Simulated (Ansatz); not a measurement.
Computed with Ansatz on PBE0-D4/def2-TZVP structures; ΔE is electronic, products minus reactants. CBS: MP2 limit from def2 TZ/QZ plus the TZ coupled-cluster correction, frozen cores. Functionals use def2-TZVPP. HSE06 is defined as in plane-wave codes. For As, Se outer-core shells are correlated without core-valence functions, which leaves a few kJ/mol of doubt a bond. Scalar relativity is left out up to krypton.

Consider the ligand exchange at the As–O bond: `[SiH3]O[AsH2]` + `C[SeH]` → `C[Se][AsH2]` + `O[SiH3]`.

```csv
species,HSE06-D4 energy (Eh)
`[SiH3]O[AsH2]`,-2603.18030
`C[SeH]`,-2441.74216
`C[Se][AsH2]`,-4677.96850
`O[SiH3]`,-366.98078
```

Question: Work out ΔE.

Answer: ΔE = (-4677.96850) + (-366.98078) − (-2603.18030) − (-2441.74216) = -0.02682 Eh = -70.4 kJ/mol. CCSD(T)/CBS gives -64.3 kJ/mol.

Largest T1 diagnostic among the species: 0.012.

At CCSD(T), def2-SVP lies +12.3 kJ/mol from the extrapolated value and def2-TZVPP +6.3 kJ/mol. In def2-TZVPP, CCSD(T) changes the Hartree–Fock value by −6.9 kJ/mol (the triples alone add −1.4 kJ/mol) and MP2 by −12.9 kJ/mol.
